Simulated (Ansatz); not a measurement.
CH6OSiSn can be A, `[SnH3][SiH]1CO1`, or B, `C1[O][SnH2][SiH2]1`.

Calculated with Ansatz (gas phase, PBE0-D4/def2-TZVP geometries, no zero-point term in ΔE). CCSD(T)/CBS adds triple-zeta CCSD(T) − MP2 to the extrapolated MP2 energy (def2 sets, frozen cores). DFT in def2-TZVPP. B3LYP here is the variant with VWN-RPA as its local correlation; programs differ in this. def2 core potentials past Kr. For Sn outer-core shells are correlated without core-valence functions, which leaves a few kJ/mol of doubt a bond.

(1) Which is lower in electronic energy at CCSD(T)/CBS, and by how much? (An estimate is asked.)

(2) Give E(B) − E(A) in kcal/mol with PBE0-D4, MP2/def2-TZVPP, HF/def2-TZVPP, ωB97M-V, B3LYP-D4, CCSD/def2-TZVPP, B3LYP. (Best estimate.)

Largest T1 diagnostic: 0.015.

## Answers

(1) The calculation gave: B, by 3.8 kcal/mol.

(2) The calculation gave: PBE0-D4 -2.8, MP2/def2-TZVPP -2.3, HF/def2-TZVPP -2.3, ωB97M-V -2.1, B3LYP-D4 -2.9, CCSD/def2-TZVPP -1.9, B3LYP -2.0. None reverses the order clearly.

The D4 term adds −0.8 kcal/mol with B3LYP and −0.4 kcal/mol with PBE0; it sums over pairs of atoms, weighted by their polarisabilities, and B3LYP, whose exchange is more repulsive, gets the larger term.
